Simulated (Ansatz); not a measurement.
Geometry optimisation, DFT PBE, scalar-relativistic, plane waves, PAW (Ansatz).

Input file:

```yaml
crystal:
  lattice:
    - [0.0, 5.43, 5.43]
    - [5.43, 0.0, 5.43]
    - [5.43, 5.43, 0.0]
  atoms:
    - { symbol: Si, position: [0.0, 0.0, 0.0] }
    - { symbol: Si, position: [0.125, 0.125, 0.125] }
    - { symbol: Si, position: [0.0, 0.0, 0.5] }
    - { symbol: Si, position: [0.125, 0.125, 0.625] }
    - { symbol: Si, position: [0.0, 0.5, 0.0] }
    - { symbol: Si, position: [0.125, 0.625, 0.125] }
    - { symbol: Si, position: [0.0, 0.5, 0.5] }
    - { symbol: Si, position: [0.125, 0.625, 0.625] }
    - { symbol: Si, position: [0.5, 0.0, 0.0] }
    - { symbol: Si, position: [0.625, 0.125, 0.125] }
    - { symbol: Si, position: [0.5, 0.0, 0.5] }
    - { symbol: Si, position: [0.625, 0.125, 0.625] }
    - { symbol: Si, position: [0.5, 0.5, 0.0] }
    - { symbol: Si, position: [0.625, 0.625, 0.125] }
    - { symbol: Si, position: [0.5, 0.5, 0.5] }
    - { symbol: Si, position: [0.625, 0.625, 0.625] }
    - { symbol: Ge, position: [0.37997353, 0.87153813, 0.37901119] }
basis:
  ecutwfc: 420.0
kpoints:
  mp_grid: { grid: [2, 2, 2] }
hamiltonian:
  xc: pbe
  pseudopotentials: { kind: paw, azcp: { folder: soft_1 } }
scf:
  occupations: { method: gaussian, width: 0.02 }
  lower_state_search: "off"
relax:
  f_tol: 0.03
  max_steps: 60
  adjacent_minimum: "off"
```

Launched with:

```bash
$ ansatz run input.yaml --threads 1 --pin off --max-ram 3072MiB --backend cpu --events-out ev --progress --plain --runs-dir out
```

Q: Where does it end, and by what steps?

A: It converged. The force dipped under the threshold on the way, but the program's further checks kept it going. Limits of this set-up: coarse k mesh. After 8 steps the energy has fallen by 0.345 eV; Si11 moved furthest, 0.08 Å.

| step | energy less start (eV) | largest force component (eV/Å) | accepted |
| --- | --- | --- | --- |
| 0 | 0.0000 | 1.076 | yes |
| 1 | -0.3065 | 0.345 | yes |
| 2 | -0.3421 | 0.059 | yes |
| 3 | -0.3426 | 0.054 | yes |
| 4 | -0.3439 | 0.014 | yes |
| 5 | -0.3441 | 0.023 | yes |
| 6 | -0.3445 | 0.023 | yes |
| 7 | -0.3448 | 0.017 | yes |
| 8 | -0.3448 | 0.021 | yes |

```xyz
17
Lattice="0.0000 5.4300 5.4300 5.4300 0.0000 5.4300 5.4300 5.4300 0.0000" Properties=species:S:1:pos:R:3
Si -0.007 0.015 -0.006
Si 1.358 1.331 1.358
Si 2.770 2.698 -0.054
Si 4.131 4.076 1.358
Si 2.722 0.015 2.722
Si 4.073 1.361 4.073
Si 5.424 2.706 2.722
Si 6.788 4.076 4.015
Si -0.055 2.698 2.770
Si 1.357 4.076 4.131
Si 2.769 5.453 2.769
Si 4.073 6.789 4.073
Si 2.722 2.706 5.424
Si 4.014 4.076 6.788
Si 5.376 5.453 5.377
Si 6.788 6.820 6.788
Ge 6.788 4.074 6.788
```

Run time: 43 s on 1 thread of Arm Neoverse V2 (shared host), peak memory 0.54 GiB.
